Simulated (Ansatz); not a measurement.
Q: Predict a relaxed structure of Mo2(NH2)6 (Mo2N6H12), charge 0, singlet, at PBE-D4/def2-SVP (Ansatz).

A: 
Cartesian coordinates in Å:
```
Mo -0.267 0.720 0.793
N -1.767 -0.203 1.658
N -0.720 2.308 -0.268
N 1.406 0.805 1.814
Mo 0.267 -0.720 -0.793
N -1.412 -1.715 -0.989
N 1.755 -1.683 0.050
N 0.738 0.489 -2.265
H -2.290 0.210 2.440
H -2.084 -1.165 1.496
H -0.990 3.199 0.165
H -0.825 2.368 -1.286
H 1.503 1.373 2.664
H 2.314 0.402 1.558
H -2.321 -1.493 -0.569
H -1.512 -2.503 -1.640
H 2.066 -1.619 1.025
H 2.275 -2.424 -0.436
H 0.852 1.508 -2.224
H 1.012 0.144 -3.193
```
Point group D3 (tolerance 0.1 Å). This is one stationary point.

In the def2 sets Mo takes a core potential; there is no spin–orbit coupling. The restricted singlet is unstable towards broken spin symmetry at other levels; at PBE-D4/def2-SVP this wasn't settled.
